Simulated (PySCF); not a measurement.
SbCl3, SMILES [Cl][Sb]([Cl])[Cl]. Coordinates come from a PBE-D3(BJ)/def2-SVP optimisation. The isomer is the one that the SMILES or the coordinates give; other isomers of the formula were not compared. The def2 effective core potentials stand for the cores of Sb; spin–orbit coupling is left out.

Method: PBE-D3(BJ)/def2-SVP run with PySCF.

Harmonic wavenumbers (cm⁻¹): 107, 107, 133, 352, 352, 363. Rotational constants (GHz): 1.639, 1.639, 1.084; symmetry number 3.

Task: Work out the zero-point energy and the ideal-gas rigid-rotor harmonic-oscillator thermochemistry at 298.15 K and 1 atm.

Result: ZPE = ½ Σ hcν = ½ × 1414 cm⁻¹ = 2.02 kcal/mol. H − E(el) = 6.39 kcal/mol. Entropy in cal/(mol K): translation 42.18, rotation 26.91, vibration 12.97, total 82.05. G − E(el) = -18.08 kcal/mol. Cp = 18.45 cal/(mol K). Modes under 150 cm⁻¹ make the vibrational entropy uncertain.
